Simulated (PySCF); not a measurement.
**Bromine: a sound run and one with changed settings**

Sound run: Br⁺ [Ar] 3d10 4s2 4p4, Br²⁺ [Ar] 3d10 4s2 4p3. Calculation: PySCF 2.14, in 6-31G* (5s4p3d, 32 functions); the non-relativistic Hamiltonian (point nucleus). In the sound run the correlated levels freeze [Ar] 3d10. The sound run starts from symmetry-adapted Hartree-Fock orbitals and uses a fine grid where one is needed.

A second run was set up differently.

```tsv
species	method	sound run (hartree)	changed run (hartree)	converged
Br⁺	UHF	-2571.68804	-2544.32459	yes
Br⁺	BP86	-2573.63422	-2545.77635	yes
Br⁺	B3LYP	-2573.39210	-2545.57740	yes
Br⁺	MP2	-2571.75956	-2544.32459	yes
Br²⁺	UHF	-2570.94546	-2543.59590	yes
Br²⁺	BP86	-2572.84060	-2544.99111	yes
Br²⁺	B3LYP	-2572.59853	-2544.79364	yes
Br²⁺	MP2	-2571.00383	-2543.59590	yes
```

Ionisation energy of Br⁺:

```csv
method,sound run (eV),changed run (eV)
UHF,20.207,19.828
BP86,21.596,21.367
B3LYP,21.594,21.327
MP2,20.565,19.828
SCS-MP2,20.578,19.828
```

Q: What was changed?
A. angular grid far too coarse
B. a valence shell is frozen
C. too few SCF iterations
D. minimal basis

A: D. It used basis STO-3G. A minimal basis cannot let orbitals breathe on ionisation and holds almost no correlation.
